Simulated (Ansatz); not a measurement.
Consider the hydrogenolysis of a C–F bond: `CBC(O)F` + H₂ → `CBCO` + H–F.

Isolated molecules relaxed with PBE0-D4/def2-TZVP in Ansatz; ΔE leaves out vibrations. CCSD(T)/CBS adds triple-zeta CCSD(T) − MP2 to the extrapolated MP2 energy (def2 sets, frozen cores). This one scheme is used for every species. Functionals use def2-TZVPP. B3LYP here is the variant with VWN-RPA as its local correlation; programs differ in this. Each species was taken in one conformer, which may not be the lowest.

| level | ΔE (kJ/mol) | difference from CCSD(T)/CBS |
| --- | --- | --- |
| PBE-D4 | -68.5 | 13.6 |
| r2SCAN-D4 | -66.7 | 15.4 |
| PBE0-D4 | -77.9 | 4.2 |
| B3LYP-D4 | -69.1 | 13.0 |
| ωB97X-V | -67.9 | 14.2 |
| ωB97M-V | -71.6 | 10.5 |
| B2PLYP | -73.5 | 8.6 |
| PBE | -69.7 | 12.4 |
| r2SCAN | -67.0 | 15.1 |
| PBE0 | -78.9 | 3.2 |
| B3LYP | -71.0 | 11.1 |
| HF/def2-TZVPP | -76.7 | 5.4 |
| MP2/def2-TZVPP | -82.6 | -0.5 |
| SCS-MP2/def2-TZVPP | -77.8 | 4.3 |
| CCSD/def2-TZVPP | -80.4 | 1.7 |
| CCSD(T)/def2-TZVPP | -77.2 | 4.9 |
| HF/def2-QZVPP | -78.0 | 4.1 |
| MP2/def2-QZVPP | -85.9 | -3.8 |
| SCS-MP2/def2-QZVPP | -81.2 | 0.9 |
| HF/CBS(def2) | -78.1 | 4.0 |
| MP2/CBS(def2) | -87.5 | -5.4 |
| CCSD/CBS(def2) | -85.4 | -3.3 |
| CCSD(T)/CBS | -82.1 | 0 |

Largest T1 diagnostic among the species: 0.012.

From PBE to PBE0 (25 % exact exchange), in def2-TZVPP and without D4, ΔE moves by −9.2 kJ/mol.
